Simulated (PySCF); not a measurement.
## From a computed spectrum to the compound

A species of 9 atoms with charge 1 has these harmonic modes (PBE, small Gaussian bases with core potentials, PySCF 2.14.0):

| cm⁻¹ | km/mol | symmetry |
| --- | --- | --- |
| -12 | – | b2 |
| 4 | 0.0 | b1 |
| 12 | 0.0 | e |
| 12 | 0.0 | e |
| 13 | 0.0 | b2 |
| 14 | 0.0 | e |
| 14 | 0.0 | e |
| 15 | 0.0 | a2 |
| 17 | 0.0 | b1 |
| 18 | 0.1 | a1 |
| 20 | 0.1 | e |
| 20 | 0.1 | e |
| 22 | 0.9 | a1 |
| 27 | 0.2 | e |
| 27 | 0.2 | e |
| 28 | 0.0 | b1 |
| 29 | 0.2 | a1 |
| 29 | 0.0 | b2 |
| 30 | 1.1 | e |
| 30 | 1.1 | e |
| 33 | 1.2 | a1 |

Q: Which species is it, and in which structure?

A: [Cs9]+ (singlet):
```xyz
9

Cs    3.7624    0.0000   -2.9110
Cs    0.0000    3.7624   -2.9110
Cs   -3.7624    0.0000   -2.9110
Cs    0.0000   -3.7624   -2.9110
Cs    2.6786    2.6786    1.5573
Cs   -2.6786    2.6786    1.5573
Cs   -2.6786   -2.6786    1.5573
Cs    2.6786   -2.6786    1.5573
Cs    0.0000    0.0000    5.4148
```
 Negative wavenumbers this small are taken as noise. 
 This is one of several that fit.
